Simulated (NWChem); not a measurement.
System: CH2ClFO2Si; SMILES O=C[Si@](O)(F)Cl

Here is an NWChem input.

```
start job
memory heap 200 mb stack 900 mb global 1100 mb
geometry units angstroms noautosym nocenter noautoz
  O      0.620844     2.378581    -0.280719
  C      0.660381     1.451730     0.512130
  Si    -0.364382    -0.103397     0.049758
  O     -1.015007     0.236620    -1.409848
  F     -1.497825    -0.367655     1.151534
  Cl     0.822816    -1.775517    -0.005280
  H      1.271835     1.533473     1.437044
  H     -0.797994     1.147151    -1.681545
end
basis spherical
  * library pcsseg-1
end
dft
  xc xpbe96 cpbe96
  iterations 150
end
property
  shielding
end
task dft property
```

Coordinates come from a B3LYP/6-31G* (spherical d) optimisation.

GIAO values for the isolated, static molecule; σ is the absolute isotropic shielding, δ = σ(reference) − σ with the isolated reference molecule computed at the same levels (13C: tetramethylsilane, 19F: trichlorofluoromethane, 1H: tetramethylsilane, 17O: water, 29Si: tetramethylsilane).

Atoms are numbered as in the input.

Question: Give the results of this calculation. (PBE/pcSseg-1, GIAO.) Quantities: δ C2 (ppm); δ Si3 (ppm); δ O4 (ppm); δ F5 (ppm); σ Cl6 (ppm); δ H7 (ppm); δ H8 (ppm).

Answer: 
```yaml
"δ C2 (ppm)": 239.6
"δ Si3 (ppm)": -56.2
"δ O4 (ppm)": 59.1
"δ F5 (ppm)": -160.8
"σ Cl6 (ppm)": 868.8
"δ H7 (ppm)": 11.33
"δ H8 (ppm)": 4.51
```
